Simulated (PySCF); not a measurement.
PySCF input:

```python
from pyscf import gto, scf, mp, cc as ccmod

mol = gto.M(
    atom='''
    B    -0.00000000   -0.00000000   -1.33023868
    Cl    0.00000000    0.00000000    0.39124667
    ''',
    basis='cc-pvdz',
    charge=0,
    spin=0,
    verbose=4,
)

mf = scf.RHF(mol)
mf.conv_tol = 1e-10
mf.max_cycle = 100
mf.kernel()
mp2 = mp.MP2(mf, frozen=6).run()
cc = ccmod.CCSD(mf, frozen=6)
cc.max_cycle = 100
cc.kernel()
et = cc.ccsd_t()
print(f'E(CCSD(T)) = {cc.e_tot + et:.9f}')
```

### Question
Predict the final energy.

### Answer
-484.36841 Eh (CCSD(T)/cc-pVDZ).
